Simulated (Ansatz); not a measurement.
trans-NiH2(PH3)2 (NiP₂H₈). Total charge 0; singlet. Geometry PBE0-D4/def2-SVP, basis def2-TZVP, Ansatz.

```csv
run,HOMO (eV),LUMO (eV)
A,-6.32,-0.54
B,-6.01,-0.84
C,-4.62,-1.35
D,-4.54,-1.60
```

B3LYP takes the VWN-RPA correlation. No other spin state of charge 0 was run. Another isomer (singlet) lies 0.11 eV lower at PBE0-D4/def2-TZVP; other spin states weren't run for this one.

Problem. The runs used B3LYP, PBE, PBE0, r2SCAN. Estimate which is which.

Solution. A PBE0 (25 % exact exchange); B B3LYP (20 % exact exchange); C r2SCAN (0 % exact exchange); D PBE (0 % exact exchange). Exact exchange lowers occupied and raises empty levels; among semilocal functionals meta-GGAs tend to open the gap a little, and such runs are hard to tell apart. The gap grows from 2.93 eV (PBE) to 5.78 eV (PBE0). The restricted singlet is unstable towards broken spin symmetry in Hartree–Fock (as tested in another run); at PBE0-D4/def2-TZVP, B3LYP-D4/def2-TZVP, r2SCAN-D4/def2-TZVP this wasn't settled.
